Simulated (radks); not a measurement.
Values are calculated unless marked as measured or tabulated.
Q: These are the eigenvalues of the occupied orbitals of an atom or ion with whole-number occupations (Ry). Code: a radial shooting solver on a logarithmic mesh with Libxc functionals. Model: Dirac Kohn-Sham, revPBE, spin-unpolarised, spherical densities, finite nucleus; Fermi nuclear charge, rms radius of each element as measured or else 0.836 A^(1/3) + 0.57 fm.

1s1/2: -6977.096
2s1/2: -1513.363
2p1/2: -1469.732
2p3/2: -1297.225
3s1/2: -573.6210
3p1/2: -555.9900
3p3/2: -512.4667
3d3/2: -486.8630
4p1/2: -287.6800

Which element is it, and in what charge state? The configuration may be excited. Open shells, if any, fill j = l - 1/2 first.

A: Z = 83, bismuth, charge +61: Bi61+ in [Ne] 3s1 3p6 3d4 4p1. The list shows which subshells hold electrons but not how many an open one holds; the 1s level, -3488.5 hartree, gives Z - s = 83.5 by -(Z - s)^2/2, which with screening and relativity narrows Z to a few neighbours, and the depths of the outer levels then fix element, charge and occupations together.
